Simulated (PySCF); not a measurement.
# C2H12SSi3

C2H12SSi3 is a small molecule, neutral, singlet. The structure, one conformer, was relaxed in the gas phase by PBE0-D3(BJ)/def2-SVP. No frequency run checks that it is a minimum.

SMILES: C[SiH](C[SiH3])S[SiH3]

Coordinates in Å:
```
Si1     0.106    0.359   -1.098
C2     -1.564    1.020   -1.628
C3      0.685    1.108    0.522
Si4     2.299    0.401    1.197
S5      0.083   -1.805   -0.962
Si6    -1.171   -2.083    0.755
H7      1.124    0.617   -2.159
H8     -2.344    0.778   -0.890
H9     -1.858    0.584   -2.594
H10    -1.523    2.115   -1.737
H11     0.818    2.193    0.359
H12    -0.102    1.004    1.290
H13     2.102   -0.985    1.714
H14     2.802    1.257    2.316
H15     3.337    0.376    0.121
H16    -0.470   -1.723    2.024
H17    -1.539   -3.527    0.786
H18    -2.412   -1.254    0.661
```

Shieldings: GIAO PBE0/pcSseg-1. Shifts are against computed references at the same level: C TMS (σ 184.4 ppm), H TMS (σ 31.27 ppm), Si TMS (σ 352.0 ppm). Core levels by delta-SCF with SCAN, pcX-2 on the ionised atom and pcseg-1 elsewhere, spin-free X2C (2p3/2 is the spin-free 2p value less a third of a first-order spin-orbit splitting); from the vacuum level, for chosen atoms.

Question: Give the shieldings and core levels atom by atom.

Answer: 
```tsv
atoms	bonded to	σ (ppm)	δ (ppm)	core level (eV)
Si1	2 C + 1 S + 1 H	347.0	5.0	2p3/2 106.76
C2	1 Si + 3 H	183.6	0.8	1s 290.24
C3	2 Si + 2 H	191.9	-7.5	1s 289.93
Si4	1 C + 3 H	421.2	-69.2	2p3/2 106.58
S5	2 Si	799.6	-	2p3/2 168.44
Si6	1 S + 3 H	410.2	-58.2	-
H7	1 Si	26.39	4.88	-
H8 H9 H10	1 C	30.83	0.44	-
H11	1 C	31.46	-0.20	-
H12	1 C	31.26	0.01	-
H13 H14 H15	1 Si	27.28	3.99	-
H16 H17 H18	1 Si	26.70	4.57	-
```

Values are those of this one static structure, with the three H of a rotating XH3 group averaged; atoms that internal rotation interchanges would show their mean in an NMR spectrum.

Question: By CAM-B3LYP/def2-SVPD (TDDFT singlets, Tamm-Dancoff triplets, ionisation by delta-SCF), where does absorption start, and what does vertical ionisation take?

Answer: The lowest singlet lies at 6.14 eV (f 0.020), the strongest of the first 6 at 7.52 eV (f 0.072), the lowest triplet at 5.74 eV; vertical ionisation takes 9.21 eV.
